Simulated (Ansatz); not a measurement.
Reaction (redistribution): `C[SiH](Cl)N[SiH2]Cl` + `B[CH2][AlH][CH3]` → `BC[SiH](C)Cl` + `[CH3][AlH][NH][SiH2]Cl`

Computed with Ansatz on PBE0-D4/def2-TZVP structures; ΔE is electronic, products minus reactants. CCSD(T)/CBS is the MP2 limit (def2-TZVPP, def2-QZVPP) plus CCSD(T) − MP2 in def2-TZVPP, frozen cores. Functionals use def2-TZVPP. B3LYP here is the variant with VWN-RPA as its local correlation; programs differ in this. One conformer a species, not always the lowest.

```csv
level,ΔE (kJ/mol),difference from CCSD(T)/CBS
PBE-D4,-15.4,4.7
r2SCAN-D4,-18.5,1.6
PBE0-D4,-16.5,3.6
B3LYP-D4,-17.6,2.5
ωB97X-V,-20.4,-0.3
ωB97M-V,-18.1,2.0
B2PLYP,-22.3,-2.2
PBE,-18.2,1.9
r2SCAN,-19.5,0.6
PBE0,-19.2,0.9
B3LYP,-21.9,-1.8
HF/def2-TZVPP,-28.2,-8.1
MP2/def2-TZVPP,-21.7,-1.6
SCS-MP2/def2-TZVPP,-23.6,-3.5
CCSD/def2-TZVPP,-23.0,-2.9
CCSD(T)/def2-TZVPP,-21.6,-1.5
HF/def2-QZVPP,-28.0,-7.9
MP2/def2-QZVPP,-20.8,-0.7
SCS-MP2/def2-QZVPP,-22.8,-2.7
HF/CBS(def2),-28.0,-7.9
MP2/CBS(def2),-20.2,-0.1
CCSD/CBS(def2),-21.4,-1.3
CCSD(T)/CBS,-20.1,0
```

Largest T1 diagnostic among the species: 0.011.

The D4 term adds +4.3 kJ/mol with B3LYP and +2.7 kJ/mol with PBE0; it sums over pairs of atoms, weighted by their polarisabilities, and B3LYP, whose exchange is more repulsive, gets the larger term. In def2-TZVPP, CCSD(T) changes the Hartree–Fock value by +6.5 kJ/mol (the triples alone add +1.3 kJ/mol) and MP2 by +6.4 kJ/mol.
